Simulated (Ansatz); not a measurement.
`CB(C)F` + H₂ → `CBF` + CH₄ at 298.15 K and 1 bar (hydrogenolysis of a B–C bond).

Computed with Ansatz on PBE0-D4/def2-TZVP structures; ΔE is electronic, products minus reactants. CCSD(T)/CBS is the MP2 limit (def2-TZVPP, def2-QZVPP) plus CCSD(T) − MP2 in def2-TZVPP, frozen cores. This one scheme is used for every species.

```json
{"species": "`CB(C)F`", "CCSD(T)/CBS energy (Eh)": "-204.38401", "H − E (kJ/mol)": "226.6", "S (J/(mol·K))": "312.2"}
{"species": "H₂", "CCSD(T)/CBS energy (Eh)": "-1.17544", "H − E (kJ/mol)": "35.1", "S (J/(mol·K))": "130.4"}
{"species": "`CBF`", "CCSD(T)/CBS energy (Eh)": "-165.10297", "H − E (kJ/mol)": "148.1", "S (J/(mol·K))": "274.8"}
{"species": "CH₄", "CCSD(T)/CBS energy (Eh)": "-40.46206", "H − E (kJ/mol)": "127.4", "S (J/(mol·K))": "186.2"}
```

H − E and S are ideal-gas, rigid-rotor, harmonic terms from PBE0-D4/def2-TZVP, for one conformer and one mirror image of each species. The MP2-based limit puts H₂ 0.8 mEh under its directly extrapolated value; such offsets cancel only in part. 1 Eh = 2625.50 kJ/mol, R = 8.31446 J/(mol·K).

Question: By hand: ΔE, ΔH, ΔS and ΔG.

Answer: ΔE = (-165.10297) + (-40.46206) − (-204.38401) − (-1.17544) = -0.00558 Eh = -14.7 kJ/mol. Δ(H − E) = 148.1 + 127.4 − 226.6 − 35.1 = 13.8, so ΔH = -0.9 kJ/mol. ΔS = 274.8 + 186.2 − 312.2 − 130.4 = 18.4 J/(mol·K). ΔG = -0.9 − 298.15 × (18.4)/1000 = -6.4 kJ/mol.

Question: By hand: the equilibrium constant, and the temperature at which ΔG would vanish if ΔH and ΔS stayed fixed.

Answer: log₁₀ K = −ΔG/(RT ln 10) = 1.1. ΔH and −TΔS have one sign here, so there is no such temperature. One of them is within its doubt of zero, so this could turn.

TΔS isn't small against ΔH here. A doubt of 5 kJ/mol in ΔE shifts log₁₀ K by 0.9 here. Other conformers and mirror images would add mixing entropy, several J/(mol·K) or more a flexible species. Modes under 60 cm⁻¹, often nearly free rotors, make the harmonic entropy too high. These are equilibria of isolated gas molecules and say nothing of rates. Largest T1 diagnostic: 0.012 (customary marks: 0.02 for closed shells, 0.045 for open ones).
